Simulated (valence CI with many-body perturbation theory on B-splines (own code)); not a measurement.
## Forbidden lines of Zr6+

Method: configuration interaction combined with many-body perturbation theory (CI+MBPT): six valence electrons over a frozen Dirac-Fock core [Ar] 3d10, a basis of 9 s, 9 p, 8 d, 6 f, 3 g, 1 h functions for each j, with the one-electron correlation potential Σ1, the two-electron term Σ2, the three-electron term Σ3, Breit, model QED; selected CI, second order for the rest, scaled by the run's own slope (own B-spline code, finite nucleus).

Against 29 measured levels this calculation errs by 244 cm⁻¹ on average and by 898 at most. These come from a selection out of Rauch et al., Astron. Astrophys. 599, A142 (2017). Levels without a partner in it may be off by more. Among the levels kept, up to 1000 cm⁻¹ of a level comes from second order outside the variational space, and about a tenth of that is noise between levels of different J, which matters for small intervals. 1 measured level below the end of the list, from 289300 cm⁻¹ on, found no clear computed partner, and computed levels of the same name lie up to 2711 cm⁻¹ from them.

Lines 1 to 33 of 33 in falling wavelength, among levels below 40.356 eV, chosen from the decays that carry over 1 % of a level's rate. Wavelengths and rates use the calculated energies, so an error of 200 cm⁻¹ moves a line at 1415 nm by 2.8 % and its rate by three times that or more. Electric multipoles are in the length gauge, E1 and E2 with the static RPA response of the core. Weak lines are less certain than strong ones. Lines between different terms over intervals too small for the method are left out, as are lines whose strength nearly cancels and 3 of this kind that miss the measured wavelength by over 7 %. Branching is blank where the lifetime is uncertain.

Names give the largest LS component (configuration and term), which can be under half, so a name can repeat, a term be missing and a line seem to break the LS rules; names also repeat where a configuration has a term twice. Letters in brackets count levels of one name in rising energy.

| λ vac (nm) | λ from measured levels | Upper | Lower | Type | A (s⁻¹) | Branch % |
| --- | --- | --- | --- | --- | --- | --- |
| 1415 | 1468 | 4s2.4p3.4d 3G°_4 | 4s2.4p3.4d 3F°_4 | M1 | 7.95e-01 |  |
| 1409 | 1480 | 4s2.4p3.4d 1G°_4 | 4s2.4p3.4d 3G°_3 | M1 | 5.17e-01 |  |
| 923.0 | 941.4 | 4s2.4p3.4d 3F°_4 | 4s2.4p3.4d 3D°_3 | M1 | 4.17e+00 |  |
| 920.7 | 977.6 | 4s2.4p3.4d 3G°_4 | 4s2.4p3.4d 3F°_3 [a] | M1 | 4.22e-01 |  |
| 794.6 | 796.4 | 4s2.4p4 3P_0 | 4s2.4p4 3P_2 | E2 | 4.66e-02 | 100.0 |
| 739.5 | 738.1 | 4s2.4p4 3P_1 | 4s2.4p4 3P_2 | M1 | 5.07e+01 | 99.9 |
| 728.5 | 733.8 | 4s2.4p4 1D_2 | 4s2.4p4 3P_1 | M1 | 3.18e+00 | 4.5 |
| 627.3 | 650.0 | 4s2.4p3.4d 1G°_4 | 4s2.4p3.4d 3F°_3 [a] | M1 | 7.42e-01 |  |
| 558.6 | 573.7 | 4s2.4p3.4d 3G°_4 | 4s2.4p3.4d 3D°_3 | M1 | 3.95e-01 |  |
| 369.7 | 376.4 | 4s2.4p3.4d 3F°_4 | 4s2.4p3.4d 5D°_4 | M1 | 2.28e+01 |  |
| 367.0 | 368.0 | 4s2.4p4 1D_2 | 4s2.4p4 3P_2 | M1 | 6.78e+01 | 94.9 |
| 334.8 | 335.9 | 4s2.4p4 1S_0 | 4s2.4p4 1D_2 | E2 | 9.78e+00 | 1.5 |
| 293.1 | 299.6 | 4s2.4p3.4d 3G°_4 | 4s2.4p3.4d 5D°_4 | M1 | 2.01e+01 |  |
| 283.7 | 292.4 | 4s2.4p3.4d 3G°_4 | 4s2.4p3.4d 5D°_3 | M1 | 3.73e+00 |  |
| 269.0 | 279.2 | 4s2.4p3.4d 3G°_5 | 4s2.4p3.4d 5D°_4 | M1 | 3.73e+00 |  |
| 269.0 | 279.2 | 4s2.4p3.4d 3G°_5 | 4s2.4p3.4d 5D°_4 | E2 | 2.27e-01 |  |
| 255.1 | 259.5 | 4s2.4p3.4d 1G°_4 | 4s2.4p3.4d 5D°_4 | M1 | 1.63e+01 |  |
| 247.9 | 254.1 | 4s2.4p3.4d 1G°_4 | 4s2.4p3.4d 5D°_3 | M1 | 5.59e+00 |  |
| 229.4 | 230.4 | 4s2.4p4 1S_0 | 4s2.4p4 3P_1 | M1 | 6.51e+02 | 98.0 |
| 139.0 | 138.7 | 4s2.4p3.4d 5D°_4 | 4s.4p5 3P°_2 | E2 | 6.74e-01 |  |
| 101.0 | 101.4 | 4s2.4p3.4d 3F°_4 | 4s.4p5 3P°_2 | E2 | 9.23e+00 |  |
| 94.30 | 94.81 | 4s2.4p3.4d 3G°_4 | 4s.4p5 3P°_2 | E2 | 2.70e+00 |  |
| 89.99 | 90.40 | 4s2.4p3.4d 1G°_4 | 4s.4p5 3P°_2 | E2 | 3.57e+00 |  |
| 37.84 | 37.84 | 4s2.4p3.4d 3F°_4 | 4s2.4p4 1D_2 | M2 | 2.70e+01 |  |
| 37.82 | 37.75 | 4s2.4p3.4d 5D°_4 | 4s2.4p4 3P_2 | M2 | 1.92e+01 |  |
| 36.86 | 36.89 | 4s2.4p3.4d 3G°_4 | 4s2.4p4 1D_2 | M2 | 1.90e+00 |  |
| 36.18 | 36.20 | 4s2.4p3.4d 1G°_4 | 4s2.4p4 1D_2 | M2 | 7.34e+00 |  |
| 36.18 | 36.20 | 4s2.4p3.4d 1G°_4 | 4s2.4p4 1D_2 | E3 | 1.17e+00 |  |
| 35.08 | 35.12 | 4s2.4p3.4d 3G°_4 | 4s2.4p4 3P_1 | E3 | 5.33e-01 |  |
| 34.31 | 34.31 | 4s2.4p3.4d 3F°_4 | 4s2.4p4 3P_2 | E3 | 9.28e-01 |  |
| 33.49 | 33.53 | 4s2.4p3.4d 3G°_4 | 4s2.4p4 3P_2 | M2 | 6.70e-01 |  |
| 33.15 | 33.25 | 4s2.4p3.4d 3G°_5 | 4s2.4p4 3P_2 | E3 | 1.37e+00 |  |
| 32.93 | 32.96 | 4s2.4p3.4d 1G°_4 | 4s2.4p4 3P_2 | M2 | 1.97e+00 |  |
